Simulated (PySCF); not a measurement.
A PySCF script (with the pyscf-properties extension) for the NMR shieldings of SMILES P[SiH2]PC1CCC1, C₄H₁₂P₂Si, on a GFN2-xTB geometry:

```python
import basis_set_exchange as bse
import numpy as np
from pyscf import gto, dft
from pyscf.prop import nmr

atoms = """
P     4.233057    0.779797    0.164963
Si    2.211922    0.130695   -0.569047
P     0.852521   -0.510038    1.098477
C    -0.691194   -0.755989    0.106229
C    -1.271524    0.412640   -0.710298
C    -2.661688    0.081193   -0.149388
C    -2.012170   -0.835818    0.896053
H     4.369607   -0.243977    1.081972
H     3.756543    1.647621    1.129247
H     2.427896   -1.043733   -1.423613
H     1.725392    1.226471   -1.421027
H     0.539038    0.777646    1.532683
H    -0.534457   -1.646843   -0.508788
H    -0.907636    1.383802   -0.376189
H    -1.151412    0.343733   -1.789325
H    -3.230652    0.921905    0.242153
H    -3.279574   -0.465666   -0.858648
H    -1.941001   -0.366813    1.877019
H    -2.444472   -1.827374    1.009952
"""
names = dict.fromkeys(["P", "Si", "C", "H"], "pcSseg-1")
basis = {el: gto.basis.parse(bse.get_basis(n, elements=[el], fmt="nwchem")) for el, n in names.items()}
mol = gto.M(atom=atoms, basis=basis, charge=0, verbose=0)
mf = dft.RKS(mol, xc="PBE0")
mf.grids.level = 2
mf.grids.alignment = dft.numint.BLKSIZE   # the property module wants whole blocks of grid points
mf.conv_tol = 1e-9
mf.kernel()

calc = nmr.RKS(mf)   # GIAO
C = mf.mo_coeff
Co = C[:, mf.mo_occ > 0]
resp = mf.gen_response(singlet=True, hermi=2)
def vind(x):   # induced exchange potential for any number of trial vectors
    d = np.einsum("pi,xij,qj->xpq", C, 2 * x.reshape(-1, C.shape[1], Co.shape[1]), Co, optimize=True)
    return np.einsum("xpq,pi,qj->xij", resp(d - d.transpose(0, 2, 1)), C, Co, optimize=True).ravel()
mo1, _ = nmr.rhf.solve_mo1(calc, with_cphf=vind)
sigma = calc.kernel(mo1)
for i, s in enumerate(sigma):   # ppm
    w = np.linalg.eigvalsh((s + s.T) / 2)
    print("%2d %-2s iso %8.1f  s11 %8.1f  s22 %8.1f  s33 %8.1f" % (i, mol.atom_pure_symbol(i), w.mean(), *w))
```

**Question.** What does it print?

**Answer.** 
```
 0 P  iso    615.6  s11    554.7  s22    608.7  s33    683.4
 1 Si iso    412.1  s11    368.5  s22    413.0  s33    454.9
 2 P  iso    445.2  s11    342.2  s22    400.4  s33    593.1
 3 C  iso    160.0  s11    145.3  s22    165.0  s33    169.6
 4 C  iso    149.1  s11    123.6  s22    145.4  s33    178.3
 5 C  iso    168.4  s11    157.8  s22    168.1  s33    179.2
 6 C  iso    155.1  s11    140.1  s22    144.5  s33    180.8
 7 H  iso     30.6  s11     25.3  s22     28.2  s33     38.4
 8 H  iso     30.8  s11     25.5  s22     28.7  s33     38.3
 9 H  iso     27.6  s11     23.3  s22     26.8  s33     32.8
10 H  iso     27.1  s11     22.4  s22     27.5  s33     31.6
11 H  iso     29.6  s11     25.3  s22     29.9  s33     33.6
12 H  iso     29.4  s11     25.7  s22     29.5  s33     33.1
13 H  iso     29.9  s11     26.3  s22     30.9  s33     32.5
14 H  iso     29.1  s11     25.0  s22     28.3  s33     34.0
15 H  iso     29.8  s11     25.7  s22     26.7  s33     36.9
16 H  iso     29.7  s11     26.5  s22     26.9  s33     35.7
17 H  iso     29.8  s11     26.4  s22     29.5  s33     33.6
18 H  iso     29.3  s11     25.8  s22     26.5  s33     35.6
```

These numbers come from an equivalent density-fitted implementation of the same equations, which agrees with the script to about 0.01 ppm for H and up to a few tenths of a ppm for heavy atoms, so last digits may differ.

Size and cost of the density-fitted run: 200 basis functions, 64 s wall time on 1 thread of an Intel Xeon Platinum 8259CL, shared host; peak memory 0.91 GiB.
